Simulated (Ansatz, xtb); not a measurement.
**A geometry optimisation of C3H7BOS with r2SCAN-D4/def2-SVP**

The starting geometry of this gas-phase singlet was built from a drawn formula by distance geometry and a force field; its bonds are those of `B[C@@]1(S)CCO1`.

```xyz
13

C    -0.0088    0.5092    2.5540
C    -1.3616    0.1801    1.9522
C    -0.5582   -0.6574    0.9922
B     0.3731    2.0463    2.3999
O     0.6467   -0.2485    1.5771
S     0.1949   -0.1047    4.2272
H     0.3132    2.6274    1.3614
H     0.7514    2.6671    3.3725
H    -0.7919    0.7023    4.7533
H    -1.8956    1.0085    1.4279
H    -2.0127   -0.4549    2.6676
H    -0.6487   -0.2925   -0.0440
H    -0.7620   -1.7408    1.0970
```

Problem. Predict what it relaxes into with r2SCAN-D4/def2-SVP.

Solution. A new bond forms, giving a structure given below by its coordinates. Distances that change by over a tenth: C1–S6 (1.79 → 2.29 Å). Contacts that close: B4–S6 (2.83 → 2.00 Å).

The energy falls by 1.39 eV over 24 steps:

```json
{"step": "1", "E − E(last) (eV)": "1.390"}
{"step": "4", "E − E(last) (eV)": "0.939"}
{"step": "6", "E − E(last) (eV)": "0.884"}
{"step": "9", "E − E(last) (eV)": "0.722"}
{"step": "11", "E − E(last) (eV)": "0.527"}
{"step": "14", "E − E(last) (eV)": "0.210"}
{"step": "16", "E − E(last) (eV)": "0.030"}
{"step": "19", "E − E(last) (eV)": "0.001"}
{"step": "21", "E − E(last) (eV)": "0.000"}
{"step": "24", "E − E(last) (eV)": "0.000"}
```

Final geometry (Å):

```xyz
13

C    -0.1671    0.8378    1.9889
C    -1.5303    0.1932    1.8287
C    -0.7649   -0.7816    0.9238
B     0.5201    1.9488    2.8229
O     0.4040    0.0856    1.0318
S     0.7022    0.3796    4.0575
H     1.6290    2.2480    2.4392
H    -0.1965    2.8014    3.2989
H    -0.4799    0.5188    4.6998
H    -2.2109    0.8621    1.2758
H    -2.0411   -0.1964    2.7179
H    -1.0816   -0.8941   -0.1232
H    -0.5435   -1.7613    1.3762
```

From the same start GFN2-xTB reaches the same bonding as this run.

No frequencies were run, so the end isn't proven a minimum. Run with Ansatz 0.2.0, 55 s on 2 threads of Intel(R) Xeon(R) Platinum 8375C CPU @ 2.90GHz (Ice Lake) (shared host).
